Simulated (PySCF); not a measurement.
C₇H₁₁N.
Atom-mapped SMILES: `[CH:1]#[C:2][CH2:3]/[C:4]([CH2:5][CH3:6])=[N:7]\[CH3:8]` (hydrogens: H9 on C1; H10, H11 on C3; H12, H13 on C5; H14, H15, H16 on C6; H17, H18, H19 on C8)

Level: PBE0/def2-SVPD in PySCF, non-relativistic, on one gas-phase PBE0-D3(BJ)/def2-SVP geometry that isn't relaxed in the solvent. The solvent is an IEF-PCM continuum (cavity from Bondi-type radii × 1.2). Only the electrostatic response of the medium enters.

Gas phase at PBE0/def2-SVPD: HOMO -6.86 eV, LUMO -0.16 eV, dipole 1.50 D.

**Question.** What does the continuum do to the energy, the frontier levels and the dipole at PBE0/def2-SVPD in benzene and dichloromethane?

**Answer.** 
```
        solvent      ε  E(solvent) − E(gas) (kcal/mol)  polarisation term (kcal/mol)  distortion of the solute (kcal/mol)  HOMO (eV)  LUMO (eV)  dipole (D)
        benzene  2.271                           -2.43                         -2.61                                 0.18      -6.89      -0.14        1.80
dichloromethane   8.93                           -4.91                         -5.74                                 0.83      -6.97      -0.16        2.20
```

Polarisation term: ½ Σ q·V over the induced surface charges. Distortion: the rise of the solute's own energy as its density leaves the gas-phase optimum. From benzene to dichloromethane the lowering changes by a factor 2.02, Onsager's factor (ε − 1)/(2ε + 1) by 1.83 and ε itself by 3.9.

**Question.** Which radius a makes the point-dipole formula ΔE = −[(ε − 1)/(2ε + 1)]·μ²/a³ give the value in dichloromethane, with the gas-phase dipole?

**Answer.** μ = 0.589 au and |ΔE| = 0.00782 Eh give a = 1.40 Å; the farthest nucleus lies 4.21 Å from the centroid of the nuclei, so such a sphere wouldn't even hold the nuclei. The formula assumes a rigid point dipole at the centre of a sphere.

**Question.** How does the static polarisability (PBE0/def2-SVPD, frozen core, with the continuum's full static response) change?

**Answer.** 
```json
{"medium": "gas", "isotropic (au)": "91.2", "principal values (au)": "76.5, 93.8, 103.3", "⟨r²⟩ of the electrons (bohr²)": "1176.0"}
{"medium": "benzene", "isotropic (au)": "103.7", "principal values (au)": "87.4, 107.5, 116.2", "⟨r²⟩ of the electrons (bohr²)": "1175.6"}
{"medium": "dichloromethane", "isotropic (au)": "117.4", "principal values (au)": "100.6, 122.3, 129.3", "⟨r²⟩ of the electrons (bohr²)": "1175.2"}
```

The isotropic value in dichloromethane is 1.29 times the gas-phase one; no cavity-field correction is applied. ⟨r²⟩ is taken about the centre of nuclear charge.

Shape of the structure used: `[CH:1]#[C:2][CH2:3]/[C:4]([CH2:5][CH3:6])=[N:7]\[CH3:8]`: C2–C3–C4–C5 -99°, C3–C4–C5–C6 176°.
